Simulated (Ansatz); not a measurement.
**Redistribution: C3H5Br + CH2Br2 → C3H6 + CHBr3**

Species: C3H5Br (allyl bromide) `C=CCBr`, singlet; CH2Br2 (dibromomethane) `BrCBr`, singlet; C3H6 (propene) `C=CC`, singlet; CHBr3 (bromoform) `BrC(Br)Br`, singlet. The partners trade Br for H; both sit on C, so the bond types are kept.

Shapes, held fixed at every level: PBE0-D4/def2-TZVP. Flexible molecules stand in one conformer, not always the lowest. Programs: Ansatz 0.2.0. The zero-point and thermal change to 298 K, harmonic and unscaled (PBE0-D4/def2-TZVP), is -2.9 kJ/mol.

```tsv
level	kind	ΔH(298 K) (kJ/mol)	less CCSD(T)/def2-TZVPP	CPU time (sum over the molecules)
HF/def2-TZVPP	Hartree–Fock	+43.9	+17.2	–
r2SCAN-D4/def2-TZVPP	meta-GGA	+24.8	-1.9	45 s
BHLYP-D4/def2-TZVPP	global hybrid	+29.7	+3.0	31 s
r2SCAN0-D4/def2-TZVPP	global hybrid	+28.2	+1.5	51 s
wB97M-V/def2-TZVPP	range-separated hybrid	+25.0	-1.7	1.7 min
MP2/def2-TZVPP	perturbation theory	+21.1	-5.6	–
CCSD(T)/def2-TZVPP	coupled cluster or CI	+26.7	0.0	14 min
```

The highest level, CCSD(T)/def2-TZVPP, gives ΔH(298 K) = +26.7 kJ/mol; the levels span +21.1 to +43.9. The column of differences is taken from that level and isn't an error. No measured value is set beside it here. Relativity is left out for Br. Outer-core shells of Br are correlated, in sets that cover them unevenly. Times are processor times on shared x86 and Arm servers, and rough.
